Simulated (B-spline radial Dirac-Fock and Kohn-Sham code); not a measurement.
## Anomalous scattering factors of Mn, 3.644 keV to 71.91 keV

Level of theory: the dispersion relation over Dirac-Hartree-Slater subshell photoionisation cross sections, with the Kissel-Pratt high-energy constant (isolated atom, no bound-bound lines or fine structure); a radial B-spline solver. The forward scattering factor is f₀ + f′ + i f″.

The run's input, task.json:

```json
{"items": [{
  "Z": 25,
  "q": 0,
  "cfg": [[1, 0, 2], [2, 0, 2], [2, 1, 6], [3, 0, 2], [3, 1, 6], [3, 2, 5], [4, 0, 2]],
  "A": 55,
  "rrms": 3.7057,
  "do": "dispersion",
  "hv": [1000.0, 1046.0, 1253.6, 1261.0, 1407.0, 1486.9, 1806.0, 2000.0, 2026.0, 2103.0, 2984.4, 3092.0, 3226.0, 3644.0, 3703.0, 4000.0, 4510.9, 4772.0, 5414.7, 6000.0, 6403.9, 6494.0, 6930.3, 8047.8, 8851.0, 9251.7, 12000.0, 13980.0, 15000.0, 15930.0, 17479.3, 22162.9, 22850.0, 24209.8, 25620.0, 29880.0, 30000.0, 35670.0, 40000.0, 40580.0, 41160.0, 47030.0, 58530.0, 71910.0],
  "edges": {"K": 6539.0, "L1": 769.1, "L2": 649.9, "L3": 638.7, "M1": 82.3}
}]}
```

Launch: `python xray2_run.py task.json out`

Edges near this range: K 6539.0 eV.

```tsv
hν (eV)	λ (Å)	f′ (e)	f″ (e)	tabulated f′	tabulated f″
3644	3.402	-0.707	1.344	-0.67	1.27
3703	3.348	-0.731	1.307	-0.69	1.23
4000	3.100	-0.853	1.144	-0.82	1.07
4510.9	2.749	-1.077	0.928	-1.05	0.86
4772	2.598	-1.204	0.841	-1.18	0.77
5414.7	2.290	-1.602	0.672	-1.60	0.62
6000	2.066	-2.253	0.560	-2.29	0.52
6403.9	1.936	?	?	?	?
6494	1.909	-4.716	0.485	-5.03	0.46
6930.3	1.789	-2.097	3.591	-2.00	3.53
8047.8	1.541	-0.529	2.833	-0.50	2.79
8851	1.401	-0.137	2.424	-0.12	2.40
9251.7	1.340	-0.015	2.253	-0.01	2.22
12000	1.033	0.322	1.448	0.32	1.42
13980	0.8869	0.364	1.107	0.36	1.09
15000	0.8266	0.364	0.976	0.36	0.95
15930	0.7783	0.359	0.875	0.35	0.85
17479.3	0.7093	0.342	0.739	0.34	0.72
22162.9	0.5594	0.276	0.475	0.27	0.46
22850	0.5426	0.267	0.448	0.26	0.44
24209.8	0.5121	0.248	0.401	0.24	0.39
25620	0.4839	0.231	0.360	0.23	0.35
29880	0.4149	0.184	0.267	0.18	0.26
30000	0.4133	0.183	0.265	0.18	0.26
35670	0.3476	0.136	0.189	0.13	0.18
40000	0.3100	0.109	0.150	0.11	0.15
40580	0.3055	0.105	0.146	0.10	0.14
41160	0.3012	0.102	0.142	0.10	0.14
47030	0.2636	0.075	0.109	0.07	0.11
58530	0.2118	0.038	0.070	0.04	0.07
71910	0.1724	0.012	0.045	0.01	0.04
```

Q: What are f′ and f″ at 6403.9 eV?

A: f′ = -3.582 and f″ = 0.498 electrons (tables: -3.97 and 0.46). By the optical theorem f″ corresponds to a photoabsorption cross section 2 rₑ λ f″ = 5430 b.

Tabulated f′: xraylib 4.2 anomalous scattering factors (Cullen et al., EPDL97); f″: Chantler's tables (J. Phys. Chem. Ref. Data 1995 and 2000). Both are theoretical tables.

Values without a named source are computed, but for edge energies of neutral atoms, which are taken from tables.
